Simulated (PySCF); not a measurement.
All values below come from r2SCAN-D4/def2-TZVP in PySCF 2.14.0. All species are isolated molecules in the gas phase. Excitations are Tamm–Dancoff values on a coarser integration grid. The basis has no diffuse functions, so Rydberg states are missing or too high.

Reference species (SMILES): `CB=[SiH2]` (neutral, multiplicity 1).

| Item | Value |
|---|---|
| S1 excitation (TDA) | 2.10 eV |
| S1–T1 gap (TDA) | 0.67 eV |
| HOMO–LUMO gap | 2.12 eV |

Changed species: `[SiH](/C)=B\[H]`.

**Question.** Predict the effect on the S1 excitation (TDA), S1–T1 gap (TDA) and HOMO–LUMO gap.

**Answer.** the S1 excitation (TDA) decreases by 0.71 eV, to 1.39 eV; the S1–T1 gap (TDA) increases by 0.13 eV, to 0.80 eV; the HOMO–LUMO gap falls by 0.66 eV, to 1.46 eV.
